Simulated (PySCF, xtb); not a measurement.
CH₇ClN₂Si, SMILES NC[Si@@H](N)Cl.

GFN2-xTB run with xtb at its own geometry gives an orbital gap of 5.00 eV and a dipole moment of 3.40 D.

Geometry: B3LYP-D3(BJ)/def2-SVP. The structure was generated by enumeration; whether it is a known compound was not checked. One conformer was computed; it need not be the lowest.

Question: What does B3LYP/def2-TZVP (PySCF) give? (Estimate from the structure and the level; the computed values follow.)

Answer: gap 6.69 eV (levels -6.48 and 0.22 eV), dipole 2.10 D.
